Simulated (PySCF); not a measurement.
OZn, SMILES [O]=[Zn].

Geometry: PBE0-D3(BJ)/def2-TZVPD.

The numbers are results of TDDFT-CAM-B3LYP/def2-TZVPD (PySCF 2.14.0), not measurements.

Vertical excitations; the highest root listed may be one member of a degenerate set. Gas-phase values at a fixed geometry. State labels are in the subgroup C2v.

Question: Estimate the UV-visible absorptions. (An estimate is asked for; the answer gives what the named calculation found.)

Answer: 
| state | symmetry | energy (eV) | λ (nm) | f | main pairs |
|---|---|---|---|---|---|
| S1 | B2 | 0.86 | 1437 | 0.002 | HOMO→LUMO (degenerate set) |
| S2 | B1 | 0.86 | 1437 | 0.002 | HOMO−1→LUMO (degenerate set) |
| S3 | A1 | 3.67 | 338 | 0.116 | HOMO−2→LUMO 83 % |
| S4 | A2 | 5.29 | 235 | 0.000 | HOMO−1→LUMO+2 44 %, HOMO→LUMO+1 44 % |
| S5 | A2 | 5.40 | 230 | 0.000 | HOMO→LUMO+1, HOMO−1→LUMO+2 (degenerate set) |
| S6 | A1 | 5.40 | 230 | 0.000 | HOMO→LUMO+2, HOMO−1→LUMO+1 (degenerate set) |
| S7 | A1 | 6.76 | 183 | 0.235 | HOMO−1→LUMO+1 38 %, HOMO→LUMO+2 38 %, HOMO−2→LUMO 12 %, HOMO−3→LUMO 10 % |
| S8 | B2 | 6.85 | 181 | 0.004 | HOMO→LUMO+3, HOMO−2→LUMO+2, HOMO→LUMO+6 (degenerate set) |
| S9 | B1 | 6.85 | 181 | 0.004 | HOMO−1→LUMO+3, HOMO−2→LUMO+1, HOMO−1→LUMO+6 (degenerate set) |
| S10 | B2 | 7.10 | 175 | 0.234 | HOMO−2→LUMO+2 68 %, HOMO→LUMO+3 20 % |
| T1 | B1 | 0.25 | 5018 | 0 | HOMO−1→LUMO (degenerate set) |
| T2 | B2 | 0.25 | 5018 | 0 | HOMO→LUMO (degenerate set) |
| T3 | A1 | 1.29 | 960 | 0 | HOMO−2→LUMO 97 % |
| T4 | A1 | 4.90 | 253 | 0 | HOMO−1→LUMO+1 41 %, HOMO→LUMO+2 41 % |
Triplets are in the Tamm–Dancoff approximation, which puts them higher than full response would, so one can lie above its singlet here.
